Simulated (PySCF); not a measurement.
Polarisability and C₆ of Cu²⁺ (copper, charge +2)

[Ar] 3d9, 2D determinant. Calculation: PySCF 2.14, in aug-cc-pVQZ-PP with ECP10MDF (7s7p6d4f3g2h, 135 functions); a scalar-relativistic core potential. Coupled (time-dependent) response in atomic units; α is the mean over directions.

| method | mean α (bohr³) | α xx, yy, zz | C₆ (like pair) | S(−4) |
| --- | --- | --- | --- | --- |
| UHF | 2.464 | 2.376, 2.376, 2.641 | 6.504 | 2.520 |
| PBE | 3.152 | 3.025, 3.025, 3.406 | 8.532 | 5.244 |

S(−4) is the Cauchy moment in α(ω) = α(0) + S(−4) ω² + …

α(iu) at PBE:

```
u (hartree)  α(iu) (bohr³)
          0          3.152
     0.0500          3.139
      0.100          3.101
      0.200          2.964
      0.300          2.778
      0.500          2.379
      0.750          1.961
       1.00          1.647
       1.50          1.219
       2.00         0.9467
       3.00         0.6245
       5.00         0.3329
```

A single London oscillator, α(iu) = α/(1 + u²/ω²), gives C₆ = (3/4) ω α². Matching the computed C₆ needs ω = 4 × 8.532 / (3 × 3.152²) = 1.15 hartree.

For an ion, C₆ is the dispersion term alone; charge-induced terms of lower order in 1/R come first.

The components differ because the open shell of this determinant is not spherical; for a pure term their mean is the scalar polarisability.

Energies and moments cover only the electrons outside the core potential.
